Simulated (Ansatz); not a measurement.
Consider the ligand exchange at the In–C bond: `[CH3][InH][CH2]O` + HI → `O[CH2][InH][I]` + CH₄.

Computed with Ansatz on PBE0-D4/def2-TZVP structures; ΔE is electronic, products minus reactants. CCSD(T)/CBS is the MP2 limit (def2-TZVPP, def2-QZVPP) plus CCSD(T) − MP2 in def2-TZVPP, frozen cores. This one scheme is used for every species. Elements past krypton have def2 core potentials. For I, In outer-core shells are correlated without core-valence functions, which leaves a few kJ/mol of doubt a bond. Each species was taken in one conformer, which may not be the lowest.

```tsv
species	CCSD(T)/def2-TZVPP energy (Eh)
`[CH3][InH][CH2]O`	-344.84939
HI	-297.73743
`O[CH2][InH][I]`	-602.22065
CH₄	-40.43861
```

Problem. Work out ΔE.

Solution. ΔE = (-602.22065) + (-40.43861) − (-344.84939) − (-297.73743) = -0.07244 Eh = -190.2 kJ/mol. CCSD(T)/CBS gives -202.8 kJ/mol.

Largest T1 diagnostic among the species: 0.012.

From PBE to PBE0 (25 % exact exchange), in def2-TZVPP and without D4, ΔE moves by −3.6 kJ/mol. The D4 term adds −3.3 kJ/mol with B3LYP and −1.7 kJ/mol with PBE0; it sums over pairs of atoms, weighted by their polarisabilities, and B3LYP, whose exchange is more repulsive, gets the larger term.

B3LYP here is the variant with VWN-RPA as its local correlation; programs differ in this.
